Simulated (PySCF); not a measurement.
**Electron correlation in Kr (krypton, neutral)**

[Kr], closed-shell 1S. All numbers are calculated (PySCF 2.14, the spin-free X2C one-electron Hamiltonian (Gaussian nucleus), in cc-pVDZ-DK (5s4p2d, 27 functions)). Frozen: [Ar] 3d10; 8 electrons correlated.

MP2 pair energies summed by pair of shells (mhartree):

```
 pair  energy  share (%)
4p-4p  -94.92       80.7
4s-4p  -17.70       15.0
4s-4s   -5.01        4.3
```

Total MP2 correlation energy: -117.64 mhartree.

Same-spin part -32.77 and opposite-spin part -84.86 mhartree; SCS-MP2 scales them by 1/3 and 6/5 to -112.76 mhartree.

| level | correlation energy (mhartree) |
| --- | --- |
| CCSD | -127.48 |
| (T) | -0.78 |
| CCSD(T) | -128.26 |

Diagnostics: T1 = 0.0016, D1 = 0.0040, largest double amplitude 0.045.

Task: Is a single reference adequate?

Result: Yes, within this model without spin-orbit coupling: T1 lies below 0.03 and no double amplitude reaches 0.07.
